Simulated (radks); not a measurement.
Results of a calculation; reference values are marked as such.
The technetium ion Tc2+ inside a hard spherical wall (all orbitals vanish at R), configuration held at [Kr] 4d5 and not refilled when levels cross. Level of theory: scalar-relativistic Kohn-Sham, LDA (Slater exchange, VWN5 correlation), spin-unpolarised, spherical densities, point nucleus (a radial shooting solver on a logarithmic mesh with Libxc functionals). Eigenvalues in eV, with the zero of energy where the potential of the charges vanishes at infinity; a dash marks a level that is unbound or too diffuse for the functional's potential to be trusted. A positive occupied level is held by the wall or, in an anion where self-interaction has pushed it up, behind a barrier. The pressure on the wall is -dE/dV.

R (bohr)  E (hartree)  kinetic (hartree)    e(3d)    e(4s)    e(4p)    e(4d)  e(5s, empty)  e(5p, empty)  pressure (GPa)
free      -4280.40795           4418.616  -266.48  -89.732  -61.743  -22.741       -18.721       -13.234               0
20        -4280.40795           4418.616  -266.48  -89.732  -61.743  -22.741       -18.721       -13.234        < 0.0001
15        -4280.40795           4418.616  -266.48  -89.732  -61.743  -22.741       -18.721       -13.234        < 0.0001
5         -4280.39894           4418.697  -266.10  -89.398  -61.423  -22.429       -17.734       -11.077            1.73
4         -4280.33973           4419.088  -264.62  -88.160  -60.248  -21.172       -14.160        -5.576            20.1
3.5       -4280.21945           4419.767  -262.55  -86.513  -58.678  -19.334        -8.977         1.502            74.2
3         -4279.86442           4421.610  -258.15  -83.209  -55.453  -15.273         2.561        16.094             310
